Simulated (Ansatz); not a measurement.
The cluster Be2Se2. The state is a triplet with charge 0. Geometry r2SCAN-D4/def2-TZVP; atoms count from 1.

| atom | x (Å) | y (Å) | z (Å) |
| --- | --- | --- | --- |
| Be1 | 0.6666 | -0.4163 | 0.8061 |
| Be2 | -0.6666 | 0.4163 | -0.8061 |
| Se3 | 1.4111 | 0.6255 | -0.8439 |
| Se4 | -1.4111 | -0.6255 | 0.8439 |

At PBE0-D4/def2-TZVP a singlet of charge 0 lies 2.12 eV below the triplet, each at its own geometry. The structure comes from a short search, and lower isomers may exist.

(1) Estimate the Mulliken populations from the PBE0/def2-TZVP orbitals of Ansatz.

(2) Where does the spin sit?

(3) And the Mayer bond orders between bonded heavy atoms (over 0.3)?

## Answers

(1) 
```
atom  charge (e)  spin (α − β)
 Be1       -0.03          0.48
 Be2       -0.03          0.48
 Se3        0.03          0.52
 Se4        0.03          0.52
```
Mulliken values and Mayer orders depend strongly on the basis.

(2) Summed by element: Be 0.97, Se 1.03, of 2 unpaired in all. Largest on single atoms: Se3 0.52, Se4 0.52, Be1 0.48.

(3) Be1–Be2 0.47 (2.25 Å); Be1–Se3 1.07 (2.09 Å); Be1–Se4 1.07 (2.09 Å); Be2–Se3 1.07 (2.09 Å); Be2–Se4 1.07 (2.09 Å).
